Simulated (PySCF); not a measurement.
# Distorted geometries of HgF2

HgF2 (singlet). PySCF 2.14.0, RKS BP86, Hg def2-SVP with ECP60, F def2-SVP; non-relativistic Hamiltonian with scalar-relativistic core potentials where named; density fitting; no spin-orbit coupling. Relaxed geometry:

```xyz
3

Hg    0.0000    0.0000    0.0000
F     0.0000    0.0000    1.9362
F     0.0000    0.0000   -1.9362
```

**Question.** Order these distorted geometries by energy above the relaxed one, lowest first.
A.
```xyz
3

Hg   -0.0700    0.0182    0.0090
F     0.0032   -0.0035    1.9364
F     0.0668   -0.0147   -1.9454
```
B.
```xyz
3

Hg   -0.0406   -0.0638   -0.0275
F     0.1085    0.0306    2.0430
F    -0.0679    0.0332   -2.0155
```
C.
```xyz
3

Hg    0.0849   -0.1265    0.1234
F     0.1025    0.1650    1.9304
F    -0.1874   -0.0385   -2.0538
```

**Answer.** A (0.03 eV), B (0.22 eV), C (0.77 eV).

**Question.** Which forces (eV/Å) act in the one that lies 0.77 eV up?

**Answer.** 
```
Hg  -0.73  0.01 -6.75
F    0.19  0.33  3.65
F    0.54 -0.35  3.10
```
Forces carry noise of the integration grid, about 0.01 to 0.03 eV/Å.
